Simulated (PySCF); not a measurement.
## Continuum solvent and chemical shifts

Atom-mapped SMILES (the numbers label the heavy atoms): `[CH3:1][C:2]1=[CH:3][O:4][C:5](=[O:6])[C@@H:7]1[C:8]#[N:9]`. Hydrogens are named by the atom that carries them.

GIAO PBE0/pcSseg-1 in PySCF on one PBE0-D3(BJ)/def2-SVP conformer, non-relativistic, equivalent nuclei averaged. Solvents enter as an IEF-PCM continuum (chloroform with ε = 4.7, dichloromethane with ε = 8.9) around the gas-phase geometry. Shifts are referred to TMS computed in the same medium.

In chloroform, δ in ppm: C5 174.7, C3 147.5, C2 121.8, C8 121.6, C7 39.1, C1 12.7, H(C3) 6.80, H(C7) 4.01, H(C1) 2.05. Dipole moment 6.53 D.

(1) How does each δ change in the more polar medium?

(2) Which nuclei move most (in ppm), and what does the model miss?

Answers

(1) 
```
atoms                                    environment  Δδ, dichloromethane
   C5                          ester carbonyl carbon                 +0.8
   C3                   alkene carbon bearing oxygen                 +0.2
   C2  β carbon of an enol-ether or enamine type C=C                 +0.4
   C8                                 nitrile carbon                 +0.9
   C7                         sp3 CH α to a carbonyl                 +0.2
   C1                          allylic methyl carbon                 +0.1
H(C3)    hydrogen on an alkene carbon bearing oxygen                +0.04
H(C7)          hydrogen on an sp3 CH α to a carbonyl                +0.10
H(C1)           hydrogen on an allylic methyl carbon                +0.01
```

Changes are relative to chloroform. The dipole moment becomes 6.73 D in dichloromethane.

(2) C5 (ester carbonyl carbon, +0.8 ppm) and C8 (nitrile carbon, +0.9 ppm) in dichloromethane. A continuum only polarises the solute; specific hydrogen bonds, the anisotropy of aromatic solvents and changes of geometry or conformer are outside it.
